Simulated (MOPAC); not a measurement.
MOPAC input (PM6):

```
PM6 FORCE THERMO(298,298) PRECISE LET UHF MS=0.5 GEO-OK AUX(PRECISION=9) THREADS=1
H5N2Si

N     1.56928355 1   -0.31829306 1    0.04076424 1
Si   -0.00320129 1    0.32100001 1   -0.08735619 1
N    -1.54739884 1   -0.33596489 1    0.19839565 1
H     2.36681858 1    0.14935637 1    0.45438335 1
H     1.85623960 1   -1.22663925 1   -0.29322857 1
H     0.00989275 1    1.72514912 1    0.32666687 1
H    -1.85677535 1   -1.24712732 1   -0.10667968 1
H    -2.30374248 1    0.12216498 1    0.69221149 1
```

From the output:

```
     H    8   0.660025   4.461721

          HEAT OF FORMATION =       7.340978 KCALS/MOLE

          ZERO POINT ENERGY      32.185 KCAL/MOL

           NORMAL COORDINATE ANALYSIS (Total motion = 1 Angstrom)

   Root No.       1         2         3         4         5         6         7         8

                 1 A'      1 A"      2 A'      3 A'      2 A"      3 A"      4 A'      5 A'

                 156.2     179.2     195.4     442.5     571.3     640.1     657.4     679.2

           1   -0.0206   -0.0000    0.0175   -0.0023    0.0005    0.0033    0.0286   -0.0013
           2   -0.0586   -0.0029    0.0399    0.0080   -0.0129   -0.0344    0.0279   -0.0270
           3   -0.0236   -0.0061   -0.0204    0.0058    0.0212   -0.0265   -0.0226   -0.0339
           4   -0.0237   -0.0009    0.0135    0.0044   -0.0051    0.0010   -0.0002   -0.0017
           5    0.0542   -0.0004   -0.0308   -0.0101   -0.0022    0.0004    0.0005    0.0039
           6    0.0327    0.0000    0.0291   -0.0235    0.0000    0.0000    0.0180    0.0097
           7    0.0569   -0.0022   -0.0412   -0.0043   -0.0092   -0.0229   -0.0399    0.0207
           8   -0.0248    0.0020    0.0144    0.0071    0.0092    0.0258   -0.0019   -0.0175
           9   -0.0236    0.0061   -0.0204    0.0058   -0.0213    0.0265   -0.0226   -0.0339
          10    0.0080   -0.0167   -0.0301    0.0740   -0.1543   -0.0286    0.1937    0.0121
          11   -0.2241    0.1807   -0.0610   -0.1103    0.0388    0.1582   -0.0605    0.1362
          12   -0.1616    0.1637   -0.1730   -0.0308   -0.1020    0.1344    0.0790    0.1509
          13   -0.0510    0.0167    0.0659   -0.0772    0.1560    0.0298   -0.1344   -0.0236
          14    0.0030   -0.1503    0.1789    0.0251    0.0679    0.1804   -0.0981    0.1580
          15    0.0698   -0.1739    0.0700    0.1061   -0.0713    0.1609    0.0297    0.1769
          16    0.0058    0.0327    0.0291   -0.0923    0.1814   -0.0053    0.0280   -0.0028
          17   -0.0134    0.0142   -0.0668    0.2115    0.0791   -0.0023   -0.0641    0.0064
          18   -0.0724    0.0000   -0.0361    0.3435    0.0000    0.0000   -0.0932    0.0172
          19    0.0325   -0.0988   -0.1759    0.0341    0.1559    0.1525    0.1634   -0.0998
          20    0.0394    0.1145    0.0734    0.0737    0.0681   -0.1009    0.0317    0.1248
          21    0.0698    0.1739    0.0700    0.1061    0.0713   -0.1609    0.0297    0.1769
          22    0.1588    0.1211    0.0652    0.0305   -0.0766    0.0965   -0.0874   -0.1081
          23   -0.1583   -0.1352   -0.0195   -0.1293   -0.1394   -0.1285   -0.1831    0.0838
          24   -0.1616   -0.1637   -0.1730   -0.0308    0.1020   -0.1344    0.0790    0.1509

   Root No.       9        10        11        12        13        14        15        16

                 4 A"      6 A'      5 A"      6 A"      7 A'      8 A'      7 A"      9 A'

                 752.7     802.1    1006.4    1537.9    1544.5    2102.2    2785.4    2786.4

           1   -0.0118    0.1245   -0.1305   -0.0302    0.0290   -0.0022   -0.0040    0.0041
           2    0.0204   -0.0157   -0.0032   -0.0003    0.0008   -0.0011   -0.0184    0.0185
           3   -0.0228    0.0153    0.0020   -0.0004    0.0005    0.0002    0.0181   -0.0180
           4   -0.0111   -0.0247    0.1266    0.0026   -0.0001    0.0112   -0.0007   -0.0001
           5   -0.0048    0.0567    0.0552    0.0011    0.0002   -0.0257   -0.0003    0.0003
           6   -0.0000   -0.0145    0.0000   -0.0000   -0.0001    0.0182    0.0000   -0.0007
           7    0.0069   -0.0732   -0.0911   -0.0207   -0.0203    0.0023   -0.0162   -0.0163
           8   -0.0225   -0.1020   -0.0935   -0.0220   -0.0207    0.0009    0.0096    0.0096
           9    0.0228    0.0153   -0.0020    0.0004    0.0005    0.0002   -0.0181   -0.0180
          10    0.0806    0.0465   -0.1631    0.1871   -0.1868    0.0002    0.1779   -0.1778
          11   -0.0256    0.0259    0.0309   -0.0977    0.0973   -0.0031    0.1670   -0.1671
          12    0.0395   -0.0236   -0.0233    0.0993   -0.1001    0.0035   -0.1628    0.1629
          13   -0.1095    0.2085   -0.1236    0.1883   -0.1897    0.0017   -0.1151    0.1143
          14   -0.0065    0.0534   -0.0039    0.1013   -0.1023    0.0009    0.0984   -0.0984
          15    0.0556   -0.0179    0.0081   -0.0952    0.0953    0.0022   -0.0976    0.0972
          16    0.4490   -0.0480    0.0162    0.0021   -0.0014   -0.3155   -0.0001    0.0004
          17    0.1958    0.1101    0.0071    0.0009    0.0033    0.7233   -0.0000   -0.0009
          18   -0.0000    0.0622    0.0000   -0.0001   -0.0018   -0.5225    0.0000    0.0009
          19   -0.0793   -0.1810   -0.0870    0.2023    0.2040   -0.0018   -0.0062   -0.0056
          20   -0.0758   -0.1165   -0.0879    0.0691    0.0695   -0.0007   -0.1513   -0.1507
          21   -0.0556   -0.0179   -0.0081    0.0952    0.0953    0.0022    0.0976    0.0972
          22    0.0361   -0.0506   -0.0884    0.0557    0.0558    0.0022    0.2434    0.2434
          23    0.0764   -0.0165   -0.1405    0.2036    0.2031   -0.0023    0.0168    0.0166
          24   -0.0395   -0.0236    0.0233   -0.0993   -0.1001    0.0035    0.1629    0.1629

   Root No.      17        18

                 8 A"     10 A'

                2834.7    2839.9

           1   -0.0171    0.0175
           2    0.0044   -0.0044
           3   -0.0044    0.0045
           4   -0.0014    0.0003
           5   -0.0006   -0.0006
           6    0.0000    0.0000
           7   -0.0084   -0.0087
           8   -0.0156   -0.0158
           9    0.0044    0.0045
          10    0.0973   -0.0977
          11    0.1126   -0.1125
          12   -0.1099    0.1096
          13    0.1627   -0.1636
          14   -0.1747    0.1748
          15    0.1723   -0.1735
          16    0.0028   -0.0002
          17    0.0013    0.0005
          18    0.0001    0.0008
          19   -0.0173   -0.0168
          20    0.2381    0.2388
          21   -0.1724   -0.1735
          22    0.1487    0.1489
          23   -0.0052   -0.0049
          24    0.1099    0.1096

           MASS-WEIGHTED COORDINATE ANALYSIS (NORMAL COORDINATES)

   Root No.       1         2         3         4         5         6         7         8

                 1 A'      1 A"      2 A'      3 A'      2 A"      3 A"      4 A'      5 A'

                 156.2     179.2     195.4     442.5     571.3     640.1     657.4     679.2

           1   -0.1179   -0.0000    0.1237   -0.0164    0.0040    0.0245    0.2205   -0.0096
           2   -0.3356   -0.0229    0.2824    0.0582   -0.1089   -0.2516    0.2156   -0.2007
           3   -0.1352   -0.0479   -0.1445    0.0417    0.1786   -0.1940   -0.1741   -0.2519
           4   -0.1920   -0.0099    0.1347    0.0451   -0.0605    0.0100   -0.0022   -0.0180
           5    0.4401   -0.0043   -0.3089   -0.1035   -0.0264    0.0044    0.0051    0.0412
           6    0.2655    0.0000    0.2911   -0.2404    0.0001    0.0000    0.1972    0.1021
           7    0.3262   -0.0168   -0.2912   -0.0314   -0.0771   -0.1677   -0.3080    0.1536
           8   -0.1419    0.0155    0.1015    0.0516    0.0770    0.1891   -0.0150   -0.1295
           9   -0.1352    0.0478   -0.1445    0.0416   -0.1787    0.1940   -0.1742   -0.2519
          10    0.0123   -0.0350   -0.0571    0.1436   -0.3479   -0.0562    0.4011    0.0241
          11   -0.3445    0.3782   -0.1158   -0.2140    0.0874    0.3107   -0.1254    0.2711
          12   -0.2484    0.3427   -0.3284   -0.0597   -0.2299    0.2641    0.1636    0.3003
          13   -0.0783    0.0350    0.1250   -0.1498    0.3517    0.0585   -0.2784   -0.0469
          14    0.0046   -0.3147    0.3394    0.0487    0.1531    0.3545   -0.2033    0.3145
          15    0.1073   -0.3639    0.1329    0.2058   -0.1608    0.3160    0.0616    0.3520
          16    0.0090    0.0684    0.0553   -0.1790    0.4089   -0.0103    0.0579   -0.0056
          17   -0.0206    0.0298   -0.1267    0.4103    0.1784   -0.0045   -0.1328    0.0127
          18   -0.1113    0.0000   -0.0685    0.6664    0.0001    0.0000   -0.1930    0.0342
          19    0.0499   -0.2068   -0.3338    0.0662    0.3515    0.2996    0.3384   -0.1986
          20    0.0605    0.2397    0.1393    0.1429    0.1535   -0.1983    0.0657    0.2483
          21    0.1073    0.3639    0.1329    0.2058    0.1607   -0.3160    0.0615    0.3520
          22    0.2441    0.2534    0.1237    0.0592   -0.1726    0.1895   -0.1810   -0.2151
          23   -0.2434   -0.2829   -0.0369   -0.2508   -0.3144   -0.2525   -0.3793    0.1667
          24   -0.2484   -0.3427   -0.3283   -0.0597    0.2299   -0.2641    0.1636    0.3003

   Root No.       9        10        11        12        13        14        15        16

                 4 A"      6 A'      5 A"      6 A"      7 A'      8 A'      7 A"      9 A'

                 752.7     802.1    1006.4    1537.9    1544.5    2102.2    2785.4    2786.4

           1   -0.0774    0.5650   -0.4656   -0.2280    0.2193   -0.0085   -0.0292    0.0299
           2    0.1339   -0.0712   -0.0113   -0.0019    0.0060   -0.0042   -0.1357    0.1365
           3   -0.1496    0.0695    0.0072   -0.0027    0.0037    0.0007    0.1332   -0.1329
           4   -0.1034   -0.1587    0.6392    0.0278   -0.0010    0.0614   -0.0074   -0.0015
           5   -0.0451    0.3639    0.2788    0.0121    0.0023   -0.1407   -0.0032    0.0036
           6   -0.0000   -0.0934    0.0000   -0.0001   -0.0007    0.0996    0.0000   -0.0076
           7    0.0454   -0.3323   -0.3250   -0.1565   -0.1536    0.0089   -0.1193   -0.1204
           8   -0.1478   -0.4625   -0.3336   -0.1658   -0.1566    0.0034    0.0709    0.0710
           9    0.1497    0.0695   -0.0073    0.0029    0.0036    0.0007   -0.1332   -0.1328
          10    0.1422    0.0566   -0.1560    0.3788   -0.3787    0.0002    0.3516   -0.3517
```
